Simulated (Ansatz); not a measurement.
Basis sets compared for Ge₉NH₁₆, a doped cluster cut from the lattice of germanium (N on a surface site). Total charge 0; doublet. Geometry r2SCAN-D4/def2-SVP. Ansatz on 2 threads of AMD EPYC 7R13 on a shared host and a share (18 GiB) of an NVIDIA H100 80GB HBM3; times are rough, and most runs start from earlier orbitals.

Cartesian coordinates in Å:
```
Ge 3.0539 0.6464 0.0820
Ge -0.1509 2.0660 -1.8420
Ge 0.6149 -1.8411 -1.8958
Ge 0.0484 -1.6696 2.0345
Ge -2.7804 -0.4962 -0.3758
Ge -0.5597 1.5750 2.0759
Ge 1.5987 0.3799 -1.8381
N 0.5917 0.1116 2.0267
Ge -1.7316 1.6682 -0.0452
Ge -0.9988 -2.1233 -0.1051
H 4.4026 1.2935 -0.3333
H 3.3657 -0.7080 0.7583
H 0.4737 3.4671 -1.6820
H -0.9014 2.0366 -3.1900
H 1.7233 -2.9050 -1.7720
H -0.0974 -2.0565 -3.2481
H 1.3311 -2.4917 2.2575
H -0.9348 -1.9547 3.1979
H -3.4289 -0.5998 -1.7703
H -3.8759 -0.7268 0.6845
H 0.3410 2.8017 2.3115
H -1.5624 1.4593 3.2515
H 2.4297 0.5822 -3.1289
H 1.3941 0.2561 2.6420
H -2.7889 2.7924 0.0089
H -1.5577 -3.5629 -0.1045
```

The 6-31G sets use Cartesian d functions. Single mean-field runs in def2-TZVP are fitted with def2-universal-jkfit.

Binding counts from free atoms (Ge triplet, N quartet, H doublet) in the same basis, without a counterpoise term.

```json
{"level": "HF/STO-3G", "functions": "183", "energy (Eh)": "-18529.2166", "HOMO (eV)": "-5.74", "LUMO (eV)": "5.53", "binding per atom (eV)": "3.46", "wall time": "6.5 s"}
{"level": "HF/6-31G", "functions": "302", "energy (Eh)": "-18739.0101", "HOMO (eV)": "-8.11", "LUMO (eV)": "0.93", "binding per atom (eV)": "1.83", "wall time": "8 s"}
{"level": "PBE-D4/def2-SVP", "functions": "382", "energy (Eh)": "-18752.2318", "HOMO (eV)": "-4.67", "LUMO (eV)": "-3.52", "binding per atom (eV)": "2.84", "wall time": "11 s"}
{"level": "PBE0-D4/def2-SVP", "functions": "382", "energy (Eh)": "-18752.7489", "HOMO (eV)": "-5.75", "LUMO (eV)": "-2.66", "binding per atom (eV)": "2.84", "wall time": "12 s"}
```

(1) Estimate the rows for PBE-D4/def2-TZVP, PBE0-D4/def2-TZVP.

## Answers

(1) 
```tsv
level	functions	energy (Eh)	HOMO (eV)	LUMO (eV)	binding per atom (eV)	wall time
PBE-D4/def2-TZVP	559	-18754.6589	-4.75	-3.60	2.84	14 s
PBE0-D4/def2-TZVP	559	-18755.1655	-5.79	-2.73	2.83	13 s
```
